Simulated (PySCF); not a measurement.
Si(H)2(SH)2, SMILES [SiH2](S)S (H4S2Si), singlet, B3LYP/def2-SVP optimised geometry.

```
7

Si     0.17    -0.70     0.00
S     -0.32     1.41     0.00
S     -0.65    -1.82    -1.65
H      1.66    -0.70     0.00
H     -0.35    -1.41     1.20
H     -1.66     1.22     0.01
H     -0.08    -1.06    -2.61
```

Density from B3LYP/def2-TZVP (PySCF 2.14.0) at that geometry.

Minimum of the electron density along straight lines between bonded atoms, close to the bond critical point (lines longer than 1.1 times the sum of covalent radii, or with two minima, are not listed):

| bond | length / Å | ρ at the minimum / e bohr⁻³ | ∇²ρ there / e bohr⁻⁵ | position (fraction from the first atom) |
|---|---|---|---|---|
| Si1–S2 | 2.159 | 0.098 | 0.06 | 0.36 |
| Si1–S3 | 2.159 | 0.098 | 0.06 | 0.36 |
| Si1–H4 | 1.488 | 0.124 | 0.13 | 0.49 |
| Si1–H5 | 1.488 | 0.124 | 0.13 | 0.49 |
| S2–H6 | 1.354 | 0.210 | -0.59 | 0.64 |
| S3–H7 | 1.354 | 0.210 | -0.59 | 0.64 |
